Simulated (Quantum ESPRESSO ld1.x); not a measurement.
Q: These are the eigenvalues of the occupied orbitals of an atom or ion with whole-number occupations (eV). Method: Dirac Kohn-Sham, PBE, spin-unpolarised, spherical densities, point nucleus; computed with ld1.x of Quantum ESPRESSO 7.5.

orbital  eigenvalue
1s1/2      -82553.4
2s1/2      -16119.4
2p1/2      -15534.7
2p3/2      -13697.9
3s1/2      -5199.29
3p1/2      -4942.15
3p3/2      -4526.00
3d3/2      -4108.22
3d5/2      -4018.16
4s1/2      -2357.28
4p1/2      -2245.77
4p3/2      -2115.02
4d3/2      -1937.90

Which element is it, and in what charge state? The configuration may be excited. Open shells, if any, fill j = l - 1/2 first.

A: Z = 79, gold, charge +41: Au41+ in [Kr] 4d2. The list shows which subshells hold electrons but not how many an open one holds; the 1s level, -3033.8 hartree, gives Z - s = 77.9 by -(Z - s)^2/2, which with screening and relativity narrows Z to a few neighbours, and the depths of the outer levels then fix element, charge and occupations together.
